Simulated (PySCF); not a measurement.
F3GeHS, SMILES [F][Ge]([F])([F])[SH].

Geometry: B3LYP-D3(BJ)/def2-SVP. This is a generated structure with no PubChem entry under its InChIKey; it may be hypothetical. The values are those of a single conformer.

Two levels are set side by side: TDA-PBE/def2-SVPD (PySCF) and TDA-CAM-B3LYP/def2-SVPD (PySCF). Vertical, same geometry. The lowest singlet is HOMO→LUMO 99 % with PBE and HOMO→LUMO 88 % with the other functional; states are paired by order. Differences are taken from unrounded values.

| quantity | TDA-CAM-B3LYP | TDA-PBE | TDA-PBE minus TDA-CAM-B3LYP |
|---|---|---|---|
| lowest singlet excitation (eV) | 5.53 | 4.93 | -0.60 |
| lowest triplet excitation (TDA) (eV) | 4.97 | 4.46 | -0.52 |
| first bright state (f over 0.05) (eV) | 7.95 | 7.12 | -0.82 |
| its oscillator strength | 0.12 | 0.10 | -0.02 |

A lower first singlet is the usual sign of a functional without exact exchange. Differences between two approximate levels are no errors against the true value.

Rough cost on one machine, each run with all the roots and properties that it gave: TDA-CAM-B3LYP against TDA-PBE about 5 times.
